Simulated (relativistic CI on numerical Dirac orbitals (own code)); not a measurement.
## Ni²⁺ in a cubic cluster: 2p photoemission with charge transfer

Computed with a charge-transfer multiplet model of a cubic metal-ligand cluster with up to 2 ligand holes, Slater and spin-orbit integrals from Dirac-Coulomb-Breit ions, Slater integrals scaled by 0.7. The parameters are those of a tetrahedral site (10Dq negative, t2 hopping the larger). The ground state mixes d8 with configurations of k ligand holes L, whose averages lie at kΔ + k(k − 1)U_dd/2; a core hole lowers each added d electron by U_cd. 300 K, Lorentzian 0.6 eV and Gaussian 0.8 eV FWHM.

Atomic integrals in eV (Slater integrals scaled, ζ unscaled), ground: F2dd 8.519, F4dd 5.287, zeta_d 0.080; with the core hole: F2dd 9.781, F4dd 6.109, zeta_d 0.114, zeta_core 11.406, F2cd 5.866, G1cd 4.475, G3cd 2.546.

Cluster parameters (eV): Δ = 6, U_cd = 9.5, 10Dq = -0.3, 10Dq(ligand) = 0, V(eg) = 0.82, V(t2g) = -1.4, final-state hopping factor = 0.8.

| Case | n_d | d8 | d9L | d10L2 | S |
| --- | --- | --- | --- | --- | --- |
| U_dd = 5.4 eV | 8.06 | 0.94 | 0.06 | 0.00 | 1.00 |
| U_dd = 6.1 eV | 8.06 | 0.94 | 0.06 | 0.00 | 1.00 |
| U_dd = 6.8 eV | 8.06 | 0.94 | 0.06 | 0.00 | 1.00 |
| U_dd = 7.5 eV | 8.06 | 0.94 | 0.06 | 0.00 | 1.00 |
| U_dd = 8.9 eV | 8.06 | 0.94 | 0.06 | 0.00 | 1.00 |

Weights, n_d and S are thermal averages at 300 K. Binding energies count from the first peak over 30 % of the highest in each spectrum, which can be another peak from case to case. The parameters are a model scan and need not match a compound or its usual spin state. Peaks in eV (height, largest 100):
- U_dd = 5.4 eV: 0.0 (91), 3.3 (100), 7.4 (41), 18.1 (43), 21.6 (66), 23.0 (52)
- U_dd = 6.1 eV: 0.0 (95), 3.2 (100), 4.3 (80), 7.4 (40), 18.2 (46), 21.9 (80)
- U_dd = 6.8 eV: 0.0 (97), 3.3 (100), 4.6 (77), 7.4 (38), 18.3 (48), 22.1 (90)
- U_dd = 7.5 eV: 0.0 (98), 3.3 (100), 4.8 (75), 6.5 (32), 7.4 (34), 18.3 (49), 22.3 (94)
- U_dd = 8.9 eV: 0.0 (100), 3.2 (100), 4.8 (72), 6.9 (44), 18.3 (51), 22.3 (94)

Curve for U_dd = 8.9 eV (points under 2 left out, the grid thinned):

| E (eV) | Intensity |
| --- | --- |
| -3.5 | 2.0 |
| -2.9 | 2.8 |
| -2.4 | 3.9 |
| -1.8 | 6.7 |
| -1.3 | 13.2 |
| -0.7 | 45.5 |
| -0.1 | 98.7 |
| 0.4 | 78.8 |
| 1.0 | 43.2 |
| 1.5 | 34.8 |
| 2.1 | 37.9 |
| 2.7 | 72.7 |
| 3.2 | 99.5 |
| 3.8 | 75.0 |
| 4.3 | 67.3 |
| 4.9 | 70.5 |
| 5.4 | 48.5 |
| 6.0 | 25.7 |
| 6.6 | 37.0 |
| 7.1 | 41.8 |
| 7.7 | 21.6 |
| 8.2 | 14.7 |
| 8.8 | 9.1 |
| 9.4 | 4.3 |
| 9.9 | 2.6 |
| 15.5 | 2.1 |
| 16.0 | 3.0 |
| 16.6 | 5.7 |
| 17.2 | 16.7 |
| 17.7 | 35.7 |
| 18.3 | 51.3 |
| 18.8 | 40.6 |
| 19.4 | 19.2 |
| 19.9 | 10.6 |
| 20.5 | 9.3 |
| 21.1 | 19.3 |
| 21.6 | 46.7 |
| 22.2 | 92.5 |
| 22.7 | 68.0 |
| 23.3 | 21.2 |
| 23.9 | 12.4 |
| 24.4 | 9.3 |
| 25.0 | 5.5 |
| 25.5 | 3.9 |
| 26.1 | 2.1 |

For the case U_dd = 7.5 eV, Δ = 6 eV is smaller than U_dd = 7.5 eV, the charge-transfer side of the Zaanen-Sawatzky-Allen scheme. With the core hole the average of the configuration with one ligand hole lies at Δ − U_cd = -3.5 eV before mixing: it lies below the unscreened one, so the lowest final states are mostly screened and the unscreened weight appears at higher binding energy as a satellite.
